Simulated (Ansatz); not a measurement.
Computed with Ansatz on PBE0-D4/def2-TZVP structures; ΔE is electronic, products minus reactants. CCSD(T)/CBS is the MP2 limit (def2-TZVPP, def2-QZVPP) plus CCSD(T) − MP2 in def2-TZVPP, frozen cores. This one scheme is used for every species. DFT in def2-TZVPP. B3LYP here is the variant with VWN-RPA as its local correlation; programs differ in this. Each species was taken in one conformer, which may not be the lowest.

Reaction (hydrogenolysis of a C–S bond): `NC(S)[SiH2]Cl` + H₂ → `NC[SiH2]Cl` + H₂S

`NC(S)[SiH2]Cl`:

```xyz
11

N     0.768    0.888   -0.999
C    -0.315    0.442   -0.138
S    -0.478    1.497    1.318
Si   -0.174   -1.327    0.534
Cl    0.318   -2.530   -1.068
H     1.635    0.940   -0.476
H     0.903    0.236   -1.765
H    -1.252    0.497   -0.700
H    -0.886    2.606    0.674
H     0.928   -1.419    1.521
H    -1.448   -1.829    1.099
```

H₂:

Cartesian coordinates in Å:
```
H 0.236 0.083 0.277
H -0.236 -0.083 -0.277
```

`NC[SiH2]Cl`:

Z-matrix (Å, degrees):
```
C
Si 1 1.871
N 1 1.455 2 110.5
H 1 1.098 2 105.9 3 -118.1
H 1 1.102 2 109.0 3 127.8
Cl 2 2.066 1 108.2 3 -57.9
H 2 1.481 1 112.0 3 60.2
H 2 1.484 1 110.8 3 -175.6
H 3 1.012 1 111.3 2 180.0
H 3 1.012 1 110.8 2 60.6
```

H₂S:

```xyz
3

S    -0.011   -0.612    0.094
H    -0.849    0.253   -0.497
H     0.860    0.360    0.403
```

| level | ΔE (kJ/mol) |
| --- | --- |
| PBE-D4 | -56.3 |
| BLYP-D4 | -57.8 |
| B3LYP-D4 | -66.0 |
| r2SCANh-D4 | -64.4 |
| PBE0 | -71.9 |
| B3LYP | -79.4 |
| HF/def2-TZVPP | -99.2 |
| CCSD(T)/def2-TZVPP | -69.2 |

Problem. What does CCSD(T)/CBS give? (Best estimate.)

Solution. Computed: -65.3 kJ/mol. The listed levels differ from it by 9.0, 7.5, -0.7, 0.9, -6.6, -14.1, -33.9, -3.9 kJ/mol.

Largest T1 diagnostic among the species: 0.011.

The D4 term adds +13.4 kJ/mol with B3LYP and +7.2 kJ/mol with PBE0; it sums over pairs of atoms, weighted by their polarisabilities, and B3LYP, whose exchange is more repulsive, gets the larger term. At CCSD(T), def2-SVP lies −9.6 kJ/mol from the extrapolated value and def2-TZVPP −3.9 kJ/mol.
